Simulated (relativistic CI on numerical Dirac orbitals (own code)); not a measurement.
**Slater's F² for Sc VIII from its measured terms**

Problem. The ground configuration 3s2 3p2 of Sc VIII has the measured levels 3P: 0.0 (J = 0), 2271.9 (J = 1), 5507.7 (J = 2); 1D: 25026.9 (J = 2); 1S: 54864.4 (J = 0) cm⁻¹ (Sugar and Corliss, J. Phys. Chem. Ref. Data 9, 473 (1980)). Test the one-configuration theory of p2 and extract F²(3p,3p).

Working.
1. Centres of gravity, weighted by 2J + 1: 3P 3817.1, 1D 25026.9, 1S 54864.4 cm⁻¹. To first order spin-orbit coupling drops out of them.
2. Slater-Condon theory gives 1D − 3P = 6F²/25 and 1S − 1D = 9F²/25, so the ratio of the upper interval to the lower is 9/6 = 1.500, whatever F².
3. Measured intervals: 21209.8 and 29837.5 cm⁻¹, ratio 1.407.
4. F² from the lower interval is 88374 and from the upper 82882 cm⁻¹.

Check. The radial integral calculated for this configuration (Dirac-KLI orbitals, unscaled) is F² = 101196 cm⁻¹; the two empirical values are 87 % and 82 % of it. The ratio departs from 1.50 through mixing with other configurations and second-order spin-orbit coupling.
